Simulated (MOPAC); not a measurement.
Job for MOPAC: PM3 on C2H6Sn (SMILES [CH3][Sn][CH3]), a point of a bond scan (R = 3.500 Å).

```
PM3 1SCF PRECISE CHARGE=0 THREADS=1
C2H6Sn

Sn     0.11049966 1    -0.05642200 1     0.41150884 1
C      0.48886593 1     1.54481729 1    -1.06852756 1
H     -2.57245714 1     2.80223118 1    -2.20732305 1
H      1.00714018 1     1.11945612 1    -1.93265368 1
H      1.08249157 1     2.36337787 1    -0.66374796 1
C     -1.05454507 1    -1.25597708 1    -1.03810297 1
H     -0.42606318 1    -1.48134684 1    -1.90440157 1
H     -1.90100089 1    -0.66304383 1    -1.39614904 1
H     -1.42567856 1    -2.18814390 1    -0.61430550 1
```

It printed:

```
*******************************************************************************
 **                                                                           **
 **                              MOPAC v23.2.5                                **
 **                                                                           **
 *******************************************************************************
 ** MOPAC's Digital Object Identifier: https://doi.org/10.5281/zenodo.6511958 **
 **                                                                           **
 ** Please cite the open-source release paper for use of this MOPAC version:  **
 ** J. E. Moussa and J. J. P. Stewart (2026)                                  **
 ** MOPAC: An open-source semiempirical molecular orbital program             **
 ** J. Open Source Softw., 11(119), 8025, https://doi.org/10.21105/joss.08025 **
 *******************************************************************************

                              PM3 CALCULATION RESULTS

 *******************************************************************************
 *  PM3        - The PM3 Hamiltonian to be used
 *
 *
 *
 *                 CHARGE ON SYSTEM = 0
 *
 *
 *
 *  PRECISE    - TIGHTER CRITERIA TO BE USED
 *  1SCF       - DO 1 SCF AND THEN STOP
 *  THREADS=1  - MULTI-THREADING NOT USED
 *  T=         - A TIME OF 172800.0 SECONDS REQUESTED
 *  DUMP=N     - RESTART FILE WRITTEN EVERY 7200.0 SECONDS REQUESTED
 *******************************************************************************
PM3 1SCF PRECISE CHARGE=0 THREADS=1
 C2H6Sn

   ATOM   CHEMICAL          X               Y               Z
  NUMBER   SYMBOL      (ANGSTROMS)     (ANGSTROMS)     (ANGSTROMS)

     1      Sn          0.11049966  *  -0.05642200  *   0.41150884  *
     2       C          0.48886593  *   1.54481729  *  -1.06852756  *
     3       H         -2.57245714  *   2.80223118  *  -2.20732305  *
     4       H          1.00714018  *   1.11945612  *  -1.93265368  *
     5       H          1.08249157  *   2.36337787  *  -0.66374796  *
     6       C         -1.05454507  *  -1.25597708  *  -1.03810297  *
     7       H         -0.42606318  *  -1.48134684  *  -1.90440157  *
     8       H         -1.90100089  *  -0.66304383  *  -1.39614904  *
     9       H         -1.42567856  *  -2.18814390  *  -0.61430550  *



          CARTESIAN COORDINATES

    NO.       ATOM           X           Y           Z

     1        Sn          0.1105     -0.0564      0.4115
     2         C          0.4889      1.5448     -1.0685
     3         H         -2.5725      2.8022     -2.2073
     4         H          1.0071      1.1195     -1.9327
     5         H          1.0825      2.3634     -0.6637
     6         C         -1.0545     -1.2560     -1.0381
     7         H         -0.4261     -1.4813     -1.9044
     8         H         -1.9010     -0.6630     -1.3961
     9         H         -1.4257     -2.1881     -0.6143

  H: (PM3): J. J. P. STEWART, J. COMP. CHEM. 10, 209 (1989).
  C: (PM3): J. J. P. STEWART, J. COMP. CHEM. 10, 209 (1989).
 Sn: (PM3): J. J. P. STEWART, J. COMP. CHEM. 12, 320-341 (1991).

           Empirical Formula: C2 H6 Sn  =     9 atoms



      MOLECULAR POINT GROUP   :   C1


      RHF CALCULATION, NO. OF DOUBLY OCCUPIED LEVELS = 9



 ALL CONVERGERS ARE NOW FORCED ON
 SHIFT=10, PULAY ON, CAMP-KING ON
 AND ITERATION COUNTER RESET



 -------------------------------------------------------------------------------
 PM3 1SCF PRECISE CHARGE=0 THREADS=1
 C2H6Sn



     1SCF WAS SPECIFIED, SO BFGS WAS NOT USED
     SCF FIELD WAS ACHIEVED


                              PM3 CALCULATION
                                                       MOPAC v23.2.5 Linux




          FINAL HEAT OF FORMATION =        206.68199 KCAL/MOL =     864.75746 KJ/MOL


          COSMO AREA              =        136.46 SQUARE ANGSTROMS
          COSMO VOLUME            =        124.79 CUBIC ANGSTROMS

          IONIZATION POTENTIAL    =          7.346202 EV
          HOMO LUMO ENERGIES (EV) =         -7.346 -3.286
          NO. OF FILLED LEVELS    =          9
          MOLECULAR WEIGHT        =        148.7594         POINT GROUP:  C1

          MOLECULAR DIMENSIONS (Angstroms)

            Atom       Atom       Distance
            H     9    H     3     5.36252
            H     8    H     5     3.84085
           Sn     1    H     4     2.23514


          SCF CALCULATIONS        =          1





   ATOM   CHEMICAL          X               Y               Z
  NUMBER   SYMBOL      (ANGSTROMS)     (ANGSTROMS)     (ANGSTROMS)

     1      Sn          0.11049966  *  -0.05642200  *   0.41150884  *
     2       C          0.48886593  *   1.54481729  *  -1.06852756  *
     3       H         -2.57245714  *   2.80223118  *  -2.20732305  *
     4       H          1.00714018  *   1.11945612  *  -1.93265368  *
     5       H          1.08249157  *   2.36337787  *  -0.66374796  *
     6       C         -1.05454507  *  -1.25597708  *  -1.03810297  *
     7       H         -0.42606318  *  -1.48134684  *  -1.90440157  *
     8       H         -1.90100089  *  -0.66304383  *  -1.39614904  *
     9       H         -1.42567856  *  -2.18814390  *  -0.61430550  *

                             CARTESIAN COORDINATES

   1   Sn        0.110499660    -0.056422000     0.411508840
   2    C        0.488865930     1.544817290    -1.068527560
   3    H       -2.572457140     2.802231180    -2.207323050
   4    H        1.007140180     1.119456120    -1.932653680
   5    H        1.082491570     2.363377870    -0.663747960
   6    C       -1.054545070    -1.255977080    -1.038102970
   7    H       -0.426063180    -1.481346840    -1.904401570
   8    H       -1.901000890    -0.663043830    -1.396149040
   9    H       -1.425678560    -2.188143900    -0.614305500


           Empirical Formula: C2 H6 Sn  =     9 atoms



      MOLECULAR POINT GROUP   :   C1


                  EIGENVALUES
 -28.61642 -26.12593 -14.18762 -13.70397 -13.53290 -13.06523 -10.65226  -9.22067
  -7.34620  -3.28646  -1.53987   0.50103   1.01813   3.97303   4.23506   4.46006
   4.53747   4.63551


              NET ATOMIC CHARGES AND DIPOLE CONTRIBUTIONS

  ATOM NO.   TYPE          CHARGE      No. of ELECS.   s-Pop       p-Pop
    1         Sn           0.503000        3.4970     1.77340     1.72360
    2          C          -0.275677        4.2757     1.36407     2.91160
    3          H          -0.052811        1.0528     1.05281
    4          H           0.039472        0.9605     0.96053
    5          H           0.043751        0.9562     0.95625
    6          C          -0.441837        4.4418     1.20572     3.23612
    7          H           0.058378        0.9416     0.94162
    8          H           0.064306        0.9357     0.93569
    9          H           0.061419        0.9386     0.93858
 DIPOLE           X         Y         Z       TOTAL
 POINT-CHG.     1.801    -0.784     3.520     4.031
 HYBRID        -0.783     0.397    -3.621     3.726
 SUM            1.018    -0.387    -0.101     1.094


          ATOMIC ORBITAL ELECTRON POPULATIONS

     Atom    s        px        py        pz
    1 Sn   1.77340   0.40269   0.51892   0.80200
    2  C   1.36407   0.92262   0.99311   0.99588
    3  H   1.05281
    4  H   0.96053
    5  H   0.95625
    6  C   1.20572   1.07087   1.07540   1.08985
    7  H   0.94162
    8  H   0.93569
    9  H   0.93858

 **********************
 *                    *
 * JOB ENDED NORMALLY *
 *                    *
 **********************




 == MOPAC DONE ==
```

The run finished.

Cost: very roughly 0.3 core-seconds.
